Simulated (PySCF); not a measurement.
Solvent effects on NMR parameters

Mapped SMILES: `[CH3:1][CH2:2]/[CH:3]=[CH:4]\[B:5]([O:6][CH3:7])[O:8][CH3:9]`. Hydrogens are named by the atom that carries them.

GIAO PBE0/pcSseg-1 in PySCF 2.14 on one PBE0-D3(BJ)/def2-SVP conformer, non-relativistic, equivalent nuclei averaged. Solvents enter as an IEF-PCM continuum (dimethylsulfoxide with ε = 46.8) around the gas-phase geometry. Shifts are referred to TMS, BF3·OEt2 computed in the same medium.

Gas phase, δ in ppm: C3 169.4, C4 123.7, C7/C9 52.1, C2 29.1, C1 15.8, B5 25.8, H(C3) 6.77, H(C4) 5.54, H(C7)/H(C9) 3.61, H(C2) 2.47, H(C1) 0.98. Dipole moment 0.99 D.

Question: How does each δ change in the continuum?

Answer: 
```tsv
atoms	environment	Δδ, dimethylsulfoxide
C3	alkene CH	+2.2
C4	alkene CH	+1.1
C7/C9	methyl carbon bonded to O	+0.9
C2	allylic sp3 CH2	+0.8
C1	methyl carbon	+0.5
B5	boron bonded to C, 2 O	+0.8
H(C3)	hydrogen on an alkene CH	+0.17
H(C4)	hydrogen on an alkene CH	+0.19
H(C7)/H(C9)	hydrogen on a methyl carbon bonded to O	+0.09
H(C2)	hydrogen on an allylic sp3 CH2	-0.03
H(C1)	hydrogen on a methyl carbon	0.00
```

Changes are relative to the gas phase. The dipole moment becomes 1.21 D in dimethylsulfoxide.

Question: Which nuclei move most (in ppm), and what does the model miss?

Answer: C3 (alkene CH, +2.2 ppm) in dimethylsulfoxide. A continuum only polarises the solute; specific hydrogen bonds, the anisotropy of aromatic solvents and changes of geometry or conformer are outside it.
